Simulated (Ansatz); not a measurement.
Calculated with Ansatz (gas phase, PBE0-D4/def2-TZVP geometries, no zero-point term in ΔE). CBS: MP2 limit from def2 TZ/QZ plus the TZ coupled-cluster correction, frozen cores. This one scheme is used for every species. DFT in def2-TZVPP. B3LYP here is the variant with VWN-RPA as its local correlation; programs differ in this. One conformer a species, not always the lowest.

Consider the ligand exchange at the Si–O bond: `O[SiH2]O[SiH2][SiH3]` + `OBO` → `OBO[SiH2][SiH3]` + `O[SiH2]O`.

Problem. Is it downhill or uphill in electronic energy at CCSD(T)/CBS, and by how much? (Estimate.)

Solution. Computed: Uphill: ΔE = +3.7 kcal/mol.

Problem. What do these levels give: PBE-D4, B3LYP-D4, PBE, r2SCAN, PBE0, B3LYP, HF/def2-TZVPP, SCS-MP2/def2-TZVPP, CCSD/def2-TZVPP, HF/def2-QZVPP, HF/CBS(def2), MP2/CBS(def2)? (Estimate.)

Solution. Computed: PBE-D4 3.6, B3LYP-D4 4.3, PBE 3.1, r2SCAN 3.5, PBE0 3.4, B3LYP 3.4, HF/def2-TZVPP 4.2, SCS-MP2/def2-TZVPP 3.7, CCSD/def2-TZVPP 3.7, HF/def2-QZVPP 4.3, HF/CBS(def2) 4.4, MP2/CBS(def2) 3.7 kcal/mol.

Largest T1 diagnostic among the species: 0.013.

The D4 term adds +0.8 kcal/mol with B3LYP and +0.5 kcal/mol with PBE0; it sums over pairs of atoms, weighted by their polarisabilities, and B3LYP, whose exchange is more repulsive, gets the larger term.
